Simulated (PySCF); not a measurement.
# Selenium: a sound run and one with changed settings

Sound run: Se⁺ [Ar] 3d10 4s2 4p3, Se²⁺ [Ar] 3d10 4s2 4p2. Calculation: PySCF 2.14, in cc-pVTZ-PP with ECP10MDF (5s4p3d1f, 39 functions); scalar relativity through the core potential. The sound run starts from symmetry-adapted Hartree-Fock orbitals and uses a fine grid where one is needed.

Changed run: radial step 0.5 in ln r (0.13 in the sound run). This setting is unsound on purpose.

```tsv
species	method	sound run (hartree)	changed run (hartree)	converged
Se⁺	UHF	-371.54804	-371.54804	yes
Se⁺	BP86	-372.92172	-372.92046	yes
Se⁺	M06-L	-372.81030	-372.76239	yes
Se²⁺	UHF	-370.78217	-370.78217	yes
Se²⁺	BP86	-372.13832	-372.13723	yes
Se²⁺	M06-L	-372.03664	-371.98993	yes
```

Ionisation energy of Se⁺:

| method | sound run (eV) | changed run (eV) |
| --- | --- | --- |
| UHF | 20.840 | 20.840 |
| BP86 | 21.317 | 21.313 |
| M06-L | 21.052 | 21.020 |

A coarse radial grid mis-integrates the density and the exchange-correlation energy, with errors of either sign; Hartree-Fock needs no grid.

For comparison, NIST gives 21.196 ± 0.01 eV between the lowest levels.
